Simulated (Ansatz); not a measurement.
## Relative stability

Two relaxed structures of B₂HClO, singlet (PBE0-D4/def2-TZVP; forces vanish, vibrations not checked).

A:

```
5
angstrom
Cl 1.3392 2.0874 1.2100
B -0.8041 -0.9002 -0.1989
B 1.1572 0.8142 0.0502
O 0.0406 0.0305 0.1043
H 1.9861 0.6242 -0.7775
```

B:

| atom | x (Å) | y (Å) | z (Å) |
| --- | --- | --- | --- |
| Cl1 | -2.3265 | -0.5677 | 0.2477 |
| B2 | -0.6868 | -0.0946 | 0.0740 |
| B3 | 0.7550 | 0.4932 | -0.0770 |
| O4 | 0.4525 | -0.8589 | -0.0589 |
| H5 | 1.8057 | 1.0280 | -0.1858 |

Ansatz 0.2.0; basis: def2-TZVPP; cores frozen in the correlated methods. B3LYP uses VWN-RPA correlation.

(1) Which structure is lower at CCSD(T), and by how much? (An estimate is asked for; the value comes from the calculation.)

(2) Do the other methods give the same order? (Judge from chemistry; the calculation decides.)

The T1 diagnostic stays at or below 0.015.

Answers

(1) By the calculation: B, by 20.9 kJ/mol (electronic energy, against the other). By their contacts, A is B₂HClO ([B][O][BH][Cl]) and B is B₂HClO ([Cl][B]1[BH][O]1).

(2) The calculation gives: Not all: HF gives the other order.

| method | E(B) − E(A) (kJ/mol) |
| --- | --- |
| PBE-D4 | -55.0 |
| r2SCAN-D4 | -48.4 |
| PBE0-D4 | -47.6 |
| B3LYP-D4 | -27.5 |
| wB97M-V | -27.2 |
| HF | 19.9 |
| MP2 | -41.3 |
| CCSD | -14.9 |
| CCSD(T) | -20.9 |

Labels in which every atom is bracketed show which atoms are joined, not bond orders.

For scale, one of the runs: CCSD(T)/def2-TZVPP, 149 basis functions, launched by `ansatz run in.yaml --threads 2 --pin off --events-out ev --progress --plain --max-ram 4352MiB`. Time: 45 s of wall clock on 2 CPU threads of an AMD EPYC; the host was shared. Peak host memory: 0.96 GiB.
